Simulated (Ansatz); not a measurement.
F2H4In2S2 (`[F][In@H-]1[SH+][In@@H-]([F])[SH+]1`), 10 atoms. Charge 0, multiplicity 1. Correlated methods include outer-core shells of In, which these sets cover unevenly. In: def2 effective core potential. All runs use 4 threads of an Arm Neoverse V1 on a shared host. Correlated methods freeze the cores.

Q: How many basis functions does each run have, and how long does it take in Ansatz? RKS PBE0-D4/def2-SVP energy; RKS LC-ωPBE/def2-TZVPP energy; RKS ωB97M-V/def2-QZVPP energy; RHF-MP2/def2-QZVPP energy; RHF-CCSD(T)/def2-SVP energy; RKS r2SCAN-D4/def2-TZVPP energy and forces; RKS PBE0-D4/def2-TZVP frequencies; RKS BLYP-D4/def2-TZVPP energy; RHF-MP2/def2-TZVPP energy; RKS PBE0-D4/def2-QZVPP energy; RKS PBE0-D4/def2-TZVP relaxation (8 steps); RKS ωB97M-V/def2-SVP energy. (An estimate is asked.)

A: The calculation gave: Other jobs shared the machine, so times are rough.

```
                   level                   job  functions  wall time  peak host memory (GiB)
    RKS PBE0-D4/def2-SVP                energy        136      2.9 s                    0.44
  RKS BLYP-D4/def2-TZVPP                energy        302        6 s                    0.56
  RKS LC-ωPBE/def2-TZVPP                energy        302        7 s                    0.86
      RHF-MP2/def2-TZVPP                energy        302       11 s                     1.1
RKS r2SCAN-D4/def2-TZVPP     energy and forces        302       13 s                    0.61
    RKS ωB97M-V/def2-SVP                energy        136       13 s                    0.64
  RKS PBE0-D4/def2-QZVPP                energy        538       26 s                     3.3
    RHF-CCSD(T)/def2-SVP                energy        136       39 s                     1.1
      RHF-MP2/def2-QZVPP                energy        538       53 s                     4.1
  RKS ωB97M-V/def2-QZVPP                energy        538       58 s                     3.3
   RKS PBE0-D4/def2-TZVP  relaxation (8 steps)        260       93 s                     1.1
   RKS PBE0-D4/def2-TZVP           frequencies        260    8.2 min                     1.1
```

LC-ωPBE has ω = 0.4 bohr⁻¹.
